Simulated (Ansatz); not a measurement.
Single points on Si₂Ge.

```yaml
crystal:
  periodic: [false, false, false]
  atoms:
    - {symbol: Si, position_ang: [-0.033733, 0.088169, 1.112147]}
    - {symbol: Si, position_ang: [0.819200, 1.144694, -0.583174]}
    - {symbol: Ge, position_ang: [-0.785467, -1.232874, -0.528973]}
basis:
  gaussian: {orbitals: def2-TZVP, initial_orbitals: start.molden}
magnetization: {spin_polarized: true, initial_magnetization: 0}
hamiltonian: {xc: pbe0, dispersion: d4}
output: {orbitals: {seedname: orbitals}}
```

The file start.molden holds the orbitals of an earlier run on this structure, at another level or in another basis.

```sh
$ ansatz run in.yaml --threads 4 --pin off --events-out ev --progress --plain --max-ram 3916MiB
```

Output, abridged:

```
Functional definition: PBE0
937 factors; their error is unknown
mean field evaluation 1: about -72255.8413 eV, gradient 9.6e1 eV
mean field evaluation 2: about -72257.1497 eV, gradient 1.9e0 eV
mean field evaluation 4: about -72257.5104 eV, gradient 1.0e-1 eV
mean field evaluation 8: about -72257.5104 eV, gradient 3.6e-5 eV
mean field evaluation 16: about -72255.3635 eV, gradient 1.7e1 eV
mean field evaluation 32: about -72257.5104 eV, gradient 4.1e-5 eV
mean field -72257.51042871 eV, -2655.4145303554 hartree, gradient 1.4e-6 eV, S^2 0.000000; 4 other end points of the search recorded, 0 dependent functions left out
reference -72257.51045002 eV, -2655.4145311385 hartree; 30, 30 occupied and 92, 92 virtual orbitals, 937 factors
Total energy: -72257.63074187 eV, -2655.4189517825 hartree
```

Hardware: 4 threads of Arm Neoverse V2 on a shared host. Wall time 6.5 s.

First input, but with `hamiltonian: {xc: pbe, dispersion: d4}`, `scf: {omitted_lower_state_checks: [starts]}` (abridged; 1.5 s):

```
Functional definition: PBE
mean field -72255.10273554 eV, -2655.3260492634 hartree, gradient 3.4e-6 eV, S^2 0.000000
Total energy: -72255.24567398 eV, -2655.3313021542 hartree
Checks for a lower state left out: starts
```

As the first input, with `hamiltonian: {xc: r2scan, dispersion: d4}`, `scf: {omitted_lower_state_checks: [starts]}` (abridged; 13 s):

```
Functional definition: r2SCAN
mean field evaluation 16: about -72269.4743 eV, gradient 1.2e-5 eV
mean field -72269.47428330 eV, -2655.8541939021 hartree, gradient 8.7e-6 eV, S^2 0.125334; 1 other end points of the search recorded, 0 dependent functions left out
Total energy: -72269.49944642 eV, -2655.8551186296 hartree
Checks for a lower state left out: starts
```

Geometry: PBE0-D4/def2-TZVP, that of the neutral singlet.

At r2SCAN-D4/def2-TZVP the unrestricted singlet has broken spin symmetry (⟨S²⟩ up to 0.13). The order of the spin states hangs on the level: the triplet lies 0.06 eV below the singlet at PBE0-D4/def2-TZVP, but 0.03 eV above it at PBE-D4/def2-TZVP. The structure comes from a short search, and lower isomers may exist.
